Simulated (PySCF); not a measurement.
Compound: C6H12ClFO.
SMILES with atom numbers: `[CH3:1][C@@H:2]([F:3])[CH2:4][CH2:5][C@@H:6]([Cl:7])[CH2:8][OH:9]` (hydrogens: H10, H11, H12 on C1; H13 on C2; H14, H15 on C4; H16, H17 on C5; H18 on C6; H19, H20 on C8; H21 on O9)

Level: PBE0/pcSseg-1 in PySCF, non-relativistic, on one gas-phase PBE0-D3(BJ)/def2-SVP geometry that isn't relaxed in the solvent. The solvent is an IEF-PCM continuum (cavity from Bondi-type radii × 1.2). Specific hydrogen bonds and non-electrostatic terms are outside this model.

Gas phase at PBE0/pcSseg-1: HOMO -8.03 eV, LUMO 0.61 eV, dipole 1.96 D.

Q: What does the continuum do to the energy, the frontier levels and the dipole at PBE0/pcSseg-1 in chloroform and dimethylsulfoxide?

A: 
| solvent | ε | E(solvent) − E(gas) (kcal/mol) | polarisation term (kcal/mol) | distortion of the solute (kcal/mol) | HOMO (eV) | LUMO (eV) | dipole (D) |
| --- | --- | --- | --- | --- | --- | --- | --- |
| chloroform | 4.711 | -5.03 | -5.41 | 0.38 | -7.99 | 0.74 | 2.18 |
| dimethylsulfoxide | 46.83 | -6.96 | -7.68 | 0.72 | -7.99 | 0.78 | 2.26 |

The first energy column is the sum of the next two and covers electrostatics alone. From chloroform to dimethylsulfoxide the lowering changes by a factor 1.38, Onsager's factor (ε − 1)/(2ε + 1) by 1.36 and ε itself by 9.9.

Q: Which radius a makes the point-dipole formula ΔE = −[(ε − 1)/(2ε + 1)]·μ²/a³ give the value in dimethylsulfoxide, with the gas-phase dipole?

A: μ = 0.773 au and |ΔE| = 0.01108 Eh give a = 1.57 Å; the farthest nucleus lies 4.28 Å from the centroid of the nuclei, so such a sphere wouldn't even hold the nuclei. The formula assumes a rigid point dipole at the centre of a sphere.

Q: Which ESP-fitted charges (PBE0/pcSseg-1) respond most in chloroform (means over atoms taken as equivalent)?

A: 
| atoms | environment | gas (e) | solvent (e) | change |
| --- | --- | --- | --- | --- |
| O9 | alcohol oxygen | -0.587 | -0.630 | -0.043 |
| C6 | sp3 C–Cl carbon | -0.091 | -0.057 | +0.034 |
| Cl7 | alkyl chlorine | -0.176 | -0.205 | -0.029 |
| F3 | alkyl fluorine | -0.310 | -0.333 | -0.023 |
| H21 | hydroxyl hydrogen | +0.377 | +0.397 | +0.020 |
| C5 | chain CH2 carbon | -0.144 | -0.157 | -0.013 |
| C1 | methyl carbon | -0.557 | -0.568 | -0.011 |
| C2 | sp3 C–F carbon | +0.474 | +0.483 | +0.009 |
| C4 | chain CH2 carbon | -0.032 | -0.023 | +0.009 |
| H13 | methine hydrogen | -0.011 | -0.004 | +0.007 |
| C8 | carbinol carbon (C–OH) | +0.156 | +0.163 | +0.007 |
| H17 | methylene hydrogen | +0.064 | +0.070 | +0.006 |

Q: How do the nuclear quadrupole coupling constants eQVzz/h respond in chloroform?

A: 
| nucleus | Q (barn) | gas (MHz) | solvent (MHz) | η gas | η solvent |
| --- | --- | --- | --- | --- | --- |
| 35Cl at Cl7 | -0.0817 | -69.03 | -67.43 | 0.07 | 0.06 |
| 17O at O9 | -0.0256 | 11.73 | 11.52 | 0.90 | 0.90 |
